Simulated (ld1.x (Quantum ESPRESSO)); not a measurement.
Pseudopotential generation for Cs: RRKJ, PBE, scalar-relativistic.

ld1.x (Quantum ESPRESSO) 7.5 input, shortened:

```
&input
   title='Cs', zed=55., rel=1, dft='PBE', iswitch=3,
   config='[Xe] 5d0 6s1 6p0'
 /
 &inputp
   pseudotype=2, tm=.false., rho0=0.01, lloc=0,
   nlcc=.true., new_core_ps=.true., rcore=2.10
 /
3
5P  2  1   6.00   0.00  3.00  3.00  0.0
5D  3  2   0.00   0.00  4.20  4.20  0.0
6S  1  0   1.00   0.00  4.10  4.10  0.0
 &test
   configts(1)='5p6 5d0 6s1 6p0'
 /
```

* Cutoffs needed: 8 Ry and 15 Ry (the cutoffs (Ry, on a coarse ladder) from which the occupation-weighted sum of valence levels, in a spherical-Bessel basis at the reference potential, stays within 10 and 1 mRy of its value at 400 Ry)
* Ghost test: no extra level below or beside the all-electron valence levels (p, d, s, f tested) (spherical-Bessel basis up to 400 Ry, 20 bohr box)
* Largest excitation error: -180 meV (all-electron minus pseudo) for 5p5 5d0 6s1 6p0, out of 6 test configurations
